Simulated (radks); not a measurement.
Effect of the nuclear size on neutral palladium, [Kr] 4d10. Method: Dirac Kohn-Sham, relativistic LDA (MacDonald-Vosko exchange, VWN5 correlation), spin-unpolarised, spherical densities, finite nucleus; Fermi nuclear charge, rms radius 4.5318 fm; computed with a radial shooting solver on a logarithmic mesh with Libxc functionals. The rms radius is varied about that value; shifts are against it.

rms radius (fm)	total energy shift (eV)	density at nucleus (e/bohr^3)	1s1/2 shift (meV)	2s1/2 shift (meV)	4s1/2 shift (meV)	5s1/2 (empty) shift (meV)
3.8022	-0.736	1.344e+05	-309	-34.3	-1.22	-0.082
4.3097	-0.236	1.322e+05	-99.0	-11.0	-0.390	-0.026
4.5318	0	1.313e+05	0.000	0.000	0.000	0.000
4.9125	0.429	1.3e+05	180	20.0	0.708	0.048
5.4563	1.09	1.282e+05	458	50.9	1.80	0.121

Slopes of the eigenvalues against <r^2> in GHz/fm^2, as finite differences over the two radii next to the reference (eigenvalue slopes, not the field-shift constants of lines): 1s1/2 12100, 2s1/2 1350, 4s1/2 47.7, 5s1/2 (empty) 3.21.
